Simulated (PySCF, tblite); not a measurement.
C5H13OPSi2.
SMILES with atom numbers: `[CH:1]#[C:2][CH2:3][CH2:4][Si@@:5]([SiH3:6])([PH2:7])[O:8][CH3:9]` (hydrogens: H10 on C1; H11, H12 on C3; H13, H14 on C4; H15, H16, H17 on Si6; H18, H19 on P7; H20, H21, H22 on C9)

Jobs on this species (22 atoms, 94 electrons) with PySCF (density fitting) and tblite. Hardware of each: Intel Xeon at 2.50 GHz, one thread (shared host). Other jobs ran on the host; a repeat could differ by tens of per cent or more.

| level and settings | work | basis functions | SCF cycles | wall time |
| --- | --- | --- | --- | --- |
| GFN2-xTB | Hessian by finite differences | – | – | ? |
| GFN2-xTB | L-BFGS relaxation | – | – | 4.8 s |
| PBE0/pcSseg-1 | shieldings, charges and field gradients | 239 | 14 | 2.7 min |

Fill in the missing figures.

- GFN2-xTB; Hessian by finite differences: 5.3 s

What do all jobs in the table cost together?

About 2.9 min; the longest takes about 94 % of that, and about 34 times as long as the shortest.
